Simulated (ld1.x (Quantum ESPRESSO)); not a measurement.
## I, TM: configuration errors across variants

* Element: I
* Generator: ld1.x (Quantum ESPRESSO) 7.5
* Type: norm-conserving Troullier–Martins (Kleinman–Bylander form)
* Functional: LDA (PZ)
* Relativity: scalar-relativistic
* Frozen core: [Kr] 4d10
* Valence charge: 7
* Reference configuration: 5s1.5 5p5.5
* Partial waves: 5s (bound): rc 1.65 bohr; 5p (bound): rc 1.75 bohr; 5d channel at -0.1 Ry: rc 1.65 bohr
* Local potential: the d channel
* Core correction: a·sin(br)/r model core inside 1.10 bohr

All-electron excitation energies from the reference (eV): (1) 5s2 5p5 -5.230; (2) 5s2 5p4 6.074; (3) 5s2 5p3 26.138; (4) 5s1 5p6 5.281; (5) 5s2 5p5.3 -7.060; (6) 5s2 5p4.5 -0.616; (7) 5s1.5 5p5.5 spin -0.134; (8) 5s2 5p5 spin -5.351.

Spin tests fill each open shell by Hund’s rule, majority spin first.

Tests that are not counted but printed errors over 1 eV. “base”: 5s2 5p2 (solver errors, printed error -24.3 eV). “wave 5d channel at -0.1 Ry: rc 1.65 bohr becomes 5d channel at -0.1 Ry: rc 1.76 bohr”: 5s2 5p2 (solver errors, printed error -24.4 eV). “wave 5d channel at -0.1 Ry: rc 1.65 bohr becomes 5d channel at -0.1 Ry: rc 2.48 bohr”: 5s2 5p5.3 (solver errors, printed error -253 eV); 5s1.5 5p5.5 (spin-polarised) (solver errors, printed error -248 eV); 7 more.

1 further variants failed, have other tests or too few solved ones, and are left out.

A true bound ghost makes a file unfit for plane-wave use even where its test errors are small: the radial tests pick states by their node count and pass the ghost by. Where a test does run into it, the solver fails or the error is huge.

Errors AE − PS in meV (a dash: test not solved or not reliable):

| change | (1) | (2) | (3) | (4) | (5) | (6) | (7) | (8) | bound ghosts |
| --- | --- | --- | --- | --- | --- | --- | --- | --- | --- |
| base | -1.0 | -3.3 | -10 | -1.7 | -0.6 | -1.9 | +0.5 | -0.7 | s, p |
| wave 5d channel at -0.1 Ry: rc 1.65 bohr becomes 5d channel at -0.1 Ry: rc 1.06 bohr | -0.6 | -2.1 | -0.1 | -1.2 | +0.5 | -1.9 | +0.6 | -0.1 | s, p, d (extra level of the local part) |
| wave 5d channel at -0.1 Ry: rc 1.65 bohr becomes 5d channel at -0.1 Ry: rc 1.52 bohr | -1.2 | -3.2 | -11 | -1.7 | -0.8 | -1.9 | +0.5 | -0.9 | s, p |
| wave 5d channel at -0.1 Ry: rc 1.65 bohr becomes 5d channel at -0.1 Ry: rc 1.76 bohr | -1.0 | -3.4 | -9.6 | -1.8 | -0.6 | -1.9 | +0.5 | -0.6 | s, p |
| wave 5d channel at -0.1 Ry: rc 1.65 bohr becomes 5d channel at -0.1 Ry: rc 1.94 bohr | -1.6 | -4.7 | -22 | -2.3 | -2.1 | -2.0 | +0.4 | -1.4 | s, p |
| wave 5d channel at -0.1 Ry: rc 1.65 bohr becomes 5d channel at -0.1 Ry: rc 2.48 bohr | – | – | – | – | – | – | – | – | s, p |

(1) Give the same row for: wave 5d channel at -0.1 Ry: rc 1.65 bohr becomes 5d channel at -0.1 Ry: rc 2.16 bohr.

Answers

(1) -3.1, -10, -63, -3.8, -6.4, -2.2, +0.3, -3.2; bound ghosts: s, p.
